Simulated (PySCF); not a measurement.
Excitation energy of Se²⁺ by level of theory

Se²⁺ [Ar] 3d10 4s2 4p2 (3P) → Se²⁺ [Ar] 3d10 4s1 4p2 5s1 (5P), as a difference of total energies. Calculation: PySCF 2.14, in aug-cc-pwCVDZ-PP with ECP10MDF (6s5p4d1f, 48 functions); scalar relativity through the core potential. Correlated levels: valence: 3s2 3p6 3d10 frozen. The calculations carry no spin-orbit coupling.

```csv
method,excitation energy (cm⁻¹)
UHF,189520
MP2 (valence),196900
SCS-MP2 (valence),199830
CCSD (valence),198420
CCSD(T) (valence),198490
```

The promoted electron is Rydberg-like, and one or two diffuse shells describe it only roughly, which tends to raise the upper state.

The coupled-cluster amplitudes are large for the upper state (T1 above 0.03 or a double amplitude above 0.15), so a single reference is strained.
